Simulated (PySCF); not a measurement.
# Multinuclear NMR of C₇H₁₂O

Mapped SMILES: `[CH3:1][CH:2]([CH3:3])[O:4][C@H:5]1[C@@H:6]2[CH2:7][C@H:8]12`; H(Xn) means a hydrogen on atom n. Ha(C7) is cis to C5 on the ring; Hb(C7) is trans to C5 on the ring.

Computed data (PySCF 2.14.0 with density-fitted response routines): GFN2-xTB structure, NMR shieldings at PBE0/pcSseg-1/GIAO. Fast rotation and ring inversion assumed for equivalent nuclei, in vacuum, one computed conformer, non-relativistic.

**Question.** Predict the ¹⁷O NMR data.

**Answer.** 
```json
{"atoms": "O4", "environment": "ether oxygen", "σ (ppm)": "246.5", "δ (ppm)": "42.1"}
```

Shieldings were converted by a linear fit to measured shifts: ¹⁷O: δ = 266.70 − 0.911σ (rms 10.7 ppm, 155 shifts, 12.2 ppm with the 3 outliers that the fit left out vs liquid water, solution or neat liquid). Occasional misses reach two or three times the rms, and more in compound classes unlike the fitted ones.

On a 400 MHz spectrometer ¹⁷O resonates near 54.2 MHz, so 1 ppm is 54.2 Hz.
